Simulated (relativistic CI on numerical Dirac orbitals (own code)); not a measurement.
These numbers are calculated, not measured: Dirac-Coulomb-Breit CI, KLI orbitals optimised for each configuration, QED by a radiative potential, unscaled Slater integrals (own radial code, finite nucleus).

The strongest absorption lines from the ground level of an ion, among the configurations computed and to levels below about 722 eV (vacuum wavelength in Å, gf): 38.841 (0.43), 38.874 (1.2), 38.951 (0.16), 39.674 (0.96), 48.183 (0.26), 48.268 (0.088), 52.544 (0.24), 60.466 (0.14).

Which ion is it?
A. Cs40+
B. Pr46+
C. Sb36+
D. Pr44+

D. Pr44+ has 15 electrons and the ground level 3s2 3p3 2P°_3/2; the strongest line goes to 3s2 3p2 3d 2D_3/2. The pattern of lines fixes the number of electrons, and along that sequence the line energies rise steadily with the charge (about as its square where n changes within one kind of shell, about linearly where n is kept but much faster in heavy ions where fine structure, which grows about as Z⁴, sets the gap, and irregularly where shells cross), which fixes Z. Configurations outside the model, such as inner-shell arrays, can give stronger lines. At this charge energies of transitions that change n are usually good to better than 1 %, and those within a shell (Δn = 0) to a few per cent.

LS names give the leading component of a level, which can be under half, so a name can repeat, a term be missing and a line seem to break the LS rules.
